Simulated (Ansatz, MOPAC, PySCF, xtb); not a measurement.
Noncovalent pair: disiloxane (SMILES [SiH3]O[SiH3]) (first 9 atoms) with hydrogen (SMILES [H][H]); geometry from B3LYP-D3(BJ)/def2-TZVP, rigid monomers moved along the line of their centres of mass till O2···H10 is 3.06 Å.
(charge 0, multiplicity 1):
```xyz
11

Si    -0.647    -1.271    -0.335
O     -0.007     0.045     0.403
Si     0.958     1.364     0.287
H     -1.626    -1.886     0.585
H     -1.322    -0.871    -1.591
H      0.423    -2.246    -0.650
H      2.364     0.947     0.075
H      0.849     2.128     1.547
H      0.527     2.210    -0.851
H     -0.751    -0.203     3.356
H     -0.888    -0.298     4.082
```

Interaction energies are E(AB) − E(A) − E(B) at the monomers' geometry in the complex; basis-set methods are counterpoise corrected. Rows marked so take none.

Rows in 6-31G* carry no dispersion term and start afresh at each structure (6-31G* with six Cartesian d functions). MP2/6-31G* freezes PySCF's default core. The state that PM6 reach isn't checked.

Programs: Ansatz (a program for electronic structure) with Gaussian orbitals; MOPAC for PM6 (differences of heats of formation); PySCF for 6-31G* rows, the dispersion terms; xtb for the GFN methods. Each number belongs to the level named beside it.

```csv
level,interaction energy (kJ/mol)
GFN-FF,-1.6
PM6,-0.7
HF/6-31G* (no counterpoise),-0.5
HF/aug-cc-pV(D+d)Z,0.1
PBE/def2-TZVPPD,-1.5
PBE-D3(BJ)/def2-TZVPPD,-3.1
PBE-D4/def2-TZVPPD,-3.2
B3LYP-D3(BJ)/def2-TZVPPD,[?]
MP2/6-31G*,-0.5
```

Question: Complete the blanks.

Answer: 
- B3LYP-D3(BJ)/def2-TZVPPD, interaction energy (kJ/mol): -2.2
